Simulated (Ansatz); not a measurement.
CH5NSSn (`[NH2][SnH]1[CH2][S]1`) at its PBE0-D4/def2-TZVP geometry, where that method's forces vanish. The species carries charge 0 and has multiplicity 1. Sn takes the def2 core potential.

```xyz
9

N    -0.6431    0.1995    1.8369
Sn   -0.6317    0.3090   -0.1748
C     1.1778   -0.0092   -1.1899
S     0.1717   -1.5593   -1.4235
H     0.0026   -0.4997    2.1836
H    -1.5581   -0.0141    2.2140
H    -1.9563    1.1906   -0.7436
H     2.0734   -0.1524   -0.5927
H     1.3637    0.5356   -2.1100
```

Task: What forces (eV/Å) does PBE-D4/def2-TZVPP give on these atoms in the Gaussian-basis code of Ansatz? (An estimate is asked.)

Result: Computed: 
```
N1   0.109  0.333  0.225
Sn2 -0.206  0.201 -0.089
C3   0.169  0.033 -0.055
S4  -0.035 -0.461 -0.204
H5   0.209 -0.249  0.112
H6  -0.313 -0.091  0.120
H7  -0.158  0.108 -0.060
H8   0.183 -0.007  0.131
H9   0.041  0.133 -0.179
```
